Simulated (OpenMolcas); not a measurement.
Ti2+ with 4 ligands (oxide) in tetrahedral coordination (Td). A charge of +1.5 e stands 3.2 Å behind each ligand. Ligand basis ANO-RCC-VDZP.

```json
{
 "Program": "OpenMolcas 26.06",
 "Method": "CASSCF",
 "Basis": "ANO-RCC-VDZP [5s4p2d1f]",
 "Scalar Hamiltonian": "DKH2, point nucleus",
 "Active space": "2 electrons in 5 orbitals (3d)",
 "State averaging": "2S+1 = 3 even, 10 roots; 2S+1 = 1 even, 15 roots",
 "Spin-orbit coupling": "RASSI with atomic mean-field integrals over the reference wave functions"
}
```

All ligands move together. At R = 2.04 Å the first state of the same spin is 3420 cm-1, and at R = 2.17 Å it is 2972 cm-1.

Q: A third run gives 3200 cm-1. What distance was it run at?

A: With a power law R^-n the two known points give n = -ln(2972 / 3420) / ln(2.17 / 2.04) = 2.27. Then R = 2.04 × (3420 / 3200)^(1/2.27) = 2.101 Å. The run was at 2.11 Å, so the estimate is off by -0.009 Å.

Without dynamic correlation the repulsion within the d shell is too large (B by tens of per cent), so at a given field states of lower spin stand too high. The oxide ions are held by bare point charges, a crude embedding. Ligand-to-metal charge-transfer states are missing. With no ligand orbital active B as a rule stays too high, so bands that hang on it stand too high and its fall with covalency is understated. With metal d orbitals alone and no dynamic correlation the field as a rule comes out too small, by tens of per cent, by up to half for chloride and softer ligands. No measured value stands beside these numbers; the geometry was imposed, not optimised, and the real ion may take another.
